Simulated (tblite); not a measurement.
A geometry optimisation, step by step.

Compound: C₆H₉F₂ (doublet state).
SMILES with atom numbers: `[CH3:1]/[C:2]=[CH:3]\[C@@H:4]([CH3:5])[CH:6]([F:7])[F:8]` (hydrogens: H9, H10, H11 on C1; H12 on C3; H13 on C4; H14, H15, H16 on C5; H17 on C6)
Bond orders are those of one Lewis drawing.

Computed with GFN2-xTB (tblite), gas phase: L-BFGS steps from a force-field or distance-geometry start until the largest atomic force falls under 0.01 eV/Å. 6 of its 69 geometries are shown.

Step 0: E = -728.8791 eV, largest atomic force 1.327 eV/Å
```
atom  x, y, z in Å  |  force x, y, z in eV/Å
C1      2.943   -0.768    0.483   -1.260   0.414   0.032
C2      1.600   -0.147    0.499    1.201  -0.550   0.022
C3      0.431    0.388    0.540    0.550   0.071  -0.067
C4     -0.738   -0.018   -0.347   -0.381  -0.592   0.671
C5     -1.897   -0.525    0.535   -0.427   0.392  -0.048
C6     -1.189    1.122   -1.246    0.067  -0.043   0.425
F7     -2.164    0.699   -2.083   -0.077   0.145  -0.076
F8     -1.709    2.137   -0.502   -0.011  -0.062  -0.244
H9      2.973   -1.590   -0.237    0.056  -0.059  -0.052
H10     3.691   -0.033    0.205    0.049   0.125  -0.074
H11     3.193   -1.167    1.466   -0.085   0.013   0.025
H12     0.241    1.203    1.238   -0.363   0.075  -0.042
H13    -0.433   -0.857   -0.974    0.129   0.075  -0.230
H14    -2.726   -0.860   -0.100    0.178   0.125   0.137
H15    -1.587   -1.362    1.150    0.176  -0.042  -0.032
H16    -2.271    0.263    1.206    0.194  -0.202  -0.329
H17    -0.364    1.528   -1.844    0.004   0.114  -0.118
```

Step 14: E = -728.9649 eV, largest atomic force 0.143 eV/Å
```
atom  x, y, z in Å  |  force x, y, z in eV/Å
C1      2.908   -0.757    0.475    0.017  -0.003   0.002
C2      1.627   -0.110    0.542    0.011   0.049   0.063
C3      0.442    0.386    0.531    0.050  -0.026   0.003
C4     -0.733   -0.068   -0.338   -0.024  -0.003  -0.018
C5     -1.895   -0.530    0.536   -0.002  -0.002   0.020
C6     -1.169    1.101   -1.215    0.000   0.039   0.000
F7     -2.151    0.717   -2.073    0.034   0.043  -0.029
F8     -1.690    2.115   -0.482   -0.017  -0.001   0.010
H9      2.952   -1.583   -0.245   -0.106  -0.047  -0.084
H10     3.674   -0.037    0.190    0.056   0.073  -0.027
H11     3.168   -1.166    1.452    0.002  -0.024   0.075
H12     0.153    1.212    1.184   -0.002   0.021   0.011
H13    -0.414   -0.863   -1.017    0.014  -0.059   0.037
H14    -2.731   -0.849   -0.085   -0.001   0.030   0.022
H15    -1.588   -1.361    1.164    0.039  -0.065   0.000
H16    -2.218    0.285    1.181   -0.050  -0.005  -0.028
H17    -0.341    1.520   -1.808   -0.021  -0.017  -0.058
```

Step 27: E = -729.0047 eV, largest atomic force 0.271 eV/Å
```
atom  x, y, z in Å  |  force x, y, z in eV/Å
C1      2.852   -0.744    0.462    0.043  -0.079  -0.100
C2      1.662    0.046    0.699    0.243  -0.087   0.012
C3      0.446    0.443    0.579   -0.228   0.103   0.104
C4     -0.698   -0.064   -0.311    0.065   0.048   0.031
C5     -1.877   -0.545    0.538    0.116  -0.105  -0.024
C6     -1.130    1.084   -1.222   -0.050   0.034  -0.008
F7     -2.112    0.681   -2.069    0.049  -0.040  -0.115
F8     -1.663    2.122   -0.533    0.013  -0.034   0.153
H9      2.715   -1.525   -0.300   -0.105   0.017   0.021
H10     3.672   -0.104    0.115   -0.137  -0.020   0.107
H11     3.169   -1.241    1.387   -0.079   0.122  -0.116
H12     0.086    1.267    1.194    0.028   0.058   0.039
H13    -0.348   -0.879   -0.954   -0.010   0.082   0.025
H14    -2.688   -0.860   -0.121    0.021   0.031   0.124
H15    -1.548   -1.395    1.131   -0.100  -0.016   0.026
H16    -2.242    0.230    1.215    0.106  -0.034  -0.196
H17    -0.304    1.497   -1.821    0.024  -0.080  -0.083
```

Step 41: E = -729.0679 eV, largest atomic force 0.061 eV/Å
```
atom  x, y, z in Å  |  force x, y, z in eV/Å
C1      2.696   -0.730    0.404    0.005  -0.001  -0.007
C2      1.668    0.197    0.839   -0.029   0.008  -0.006
C3      0.438    0.565    0.700   -0.058   0.005  -0.018
C4     -0.604   -0.043   -0.248   -0.037  -0.008   0.006
C5     -1.801   -0.590    0.527    0.011  -0.005   0.027
C6     -1.058    1.044   -1.221    0.023   0.014   0.010
F7     -2.010    0.576   -2.072    0.051  -0.002  -0.008
F8     -1.624    2.091   -0.575   -0.029  -0.010   0.016
H9      2.326   -1.420   -0.365    0.001  -0.025  -0.011
H10     3.542   -0.180   -0.009    0.012  -0.011   0.001
H11     3.047   -1.318    1.252    0.013  -0.011  -0.011
H12     0.037    1.386    1.285   -0.022  -0.009   0.000
H13    -0.139   -0.834   -0.846   -0.027   0.001   0.024
H14    -2.590   -0.891   -0.162    0.052   0.005   0.025
H15    -1.508   -1.453    1.119    0.033   0.024  -0.001
H16    -2.195    0.174    1.194   -0.014   0.001  -0.024
H17    -0.232    1.439   -1.832    0.016   0.024  -0.023
```

Step 54: E = -729.0762 eV, largest atomic force 0.052 eV/Å
```
atom  x, y, z in Å  |  force x, y, z in eV/Å
C1      2.665   -0.741    0.381   -0.005   0.012   0.011
C2      1.659    0.199    0.842   -0.002  -0.024  -0.017
C3      0.429    0.575    0.716    0.024   0.007  -0.004
C4     -0.603   -0.027   -0.241    0.015   0.000   0.001
C5     -1.785   -0.585    0.545   -0.020  -0.011   0.003
C6     -1.041    1.055   -1.225   -0.009   0.017   0.012
F7     -1.911    0.557   -2.143   -0.002  -0.003   0.010
F8     -1.692    2.065   -0.602   -0.038   0.003   0.010
H9      2.278   -1.426   -0.387   -0.008   0.032   0.025
H10     3.512   -0.199   -0.041    0.014  -0.027   0.007
H11     3.018   -1.339    1.222    0.031  -0.007  -0.027
H12     0.024    1.380    1.318   -0.003   0.001  -0.022
H13    -0.142   -0.821   -0.835    0.035  -0.013   0.007
H14    -2.545   -0.965   -0.133   -0.031  -0.004  -0.041
H15    -1.448   -1.397    1.182    0.008  -0.023   0.028
H16    -2.228    0.186    1.170   -0.014   0.047  -0.014
H17    -0.196    1.496   -1.778    0.005  -0.009   0.013
```

Step 68: E = -729.0796 eV, largest atomic force 0.007 eV/Å
```
atom  x, y, z in Å  |  force x, y, z in eV/Å
C1      2.666   -0.749    0.374    0.003  -0.001  -0.001
C2      1.667    0.194    0.846    0.002   0.002  -0.004
C3      0.439    0.577    0.719   -0.004  -0.001   0.001
C4     -0.598   -0.027   -0.233   -0.002  -0.003   0.001
C5     -1.789   -0.579    0.544   -0.001  -0.003   0.001
C6     -1.043    1.055   -1.214   -0.001   0.000  -0.002
F7     -1.870    0.540   -2.162    0.002   0.001   0.004
F8     -1.749    2.032   -0.596    0.003  -0.002  -0.003
H9      2.264   -1.424   -0.393    0.000   0.006   0.002
H10     3.513   -0.211   -0.054    0.001  -0.005  -0.003
H11     3.030   -1.356    1.203   -0.002   0.003   0.002
H12     0.038    1.391    1.312    0.000  -0.001   0.006
H13    -0.131   -0.820   -0.824   -0.004  -0.002   0.000
H14    -2.525   -0.993   -0.143    0.004   0.005   0.003
H15    -1.459   -1.363    1.221   -0.002   0.003  -0.002
H16    -2.260    0.211    1.125    0.001  -0.004  -0.006
H17    -0.199    1.533   -1.735   -0.002   0.003   0.001
```

Question: Summarise the path.

Answer: The energy falls by 4.62 kcal/mol from step 0 to step 68; nine tenths of that is first reached at step 36. It falls at every step. The largest force goes from 1.327 to 0.007 eV/Å. Among the bonds C1–C2 changes most, from 1.479 to 1.452 Å; the atoms move by 0.321 Å rms after alignment.

The cost below is that of the whole relaxation. Time: 0.4 s of wall time. Hardware: one thread, Arm Neoverse V1 (aarch64), shared host.
